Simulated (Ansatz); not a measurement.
`I[SiH]1CO1` + H–F → `F[SiH]1CO1` + HI at 298.15 K and 1 bar (ligand exchange at the Si–I bond).

Computed with Ansatz on PBE0-D4/def2-TZVP structures; ΔE is electronic, products minus reactants. CCSD(T)/CBS is the MP2 limit (def2-TZVPP, def2-QZVPP) plus CCSD(T) − MP2 in def2-TZVPP, frozen cores. This one scheme is used for every species. def2 core potentials past Kr. For I outer-core shells are correlated without core-valence functions, which leaves a few kJ/mol of doubt a bond.

```tsv
species	CCSD(T)/CBS energy (Eh)	H − E (kJ/mol)	S (J/(mol·K))
`I[SiH]1CO1`	-701.56659	121.3	318.5
H–F	-100.39570	33.5	173.6
`F[SiH]1CO1`	-503.94479	125.0	285.6
HI	-298.03592	22.7	206.5
```

H − E and S are ideal-gas, rigid-rotor, harmonic terms from PBE0-D4/def2-TZVP, for one conformer and one mirror image of each species. 1 Eh = 2625.50 kJ/mol, R = 8.31446 J/(mol·K).

Question: By hand: ΔE, ΔH, ΔS and ΔG.

Answer: ΔE = (-503.94479) + (-298.03592) − (-701.56659) − (-100.39570) = -0.01842 Eh = -48.4 kJ/mol. Δ(H − E) = 125.0 + 22.7 − 121.3 − 33.5 = -7.1, so ΔH = -55.5 kJ/mol. ΔS = 285.6 + 206.5 − 318.5 − 173.6 = 0.0 J/(mol·K). ΔG = -55.5 − 298.15 × (0.0)/1000 = -55.5 kJ/mol.

Question: By hand: the equilibrium constant, and the temperature at which ΔG would vanish if ΔH and ΔS stayed fixed.

Answer: log₁₀ K = −ΔG/(RT ln 10) = 9.7. With ΔH or ΔS at zero there is no such temperature.

The number of gas molecules stays the same, so ΔS is small and ΔH decides. A doubt of 5 kJ/mol in ΔE shifts log₁₀ K by 0.9 here. Other conformers and mirror images would add mixing entropy, several J/(mol·K) or more a flexible species. These are equilibria of isolated gas molecules and say nothing of rates. Largest T1 diagnostic: 0.013 (customary marks: 0.02 for closed shells, 0.045 for open ones).

ΔS is within the doubt of such terms, so its sign, and with it that verdict, could turn.
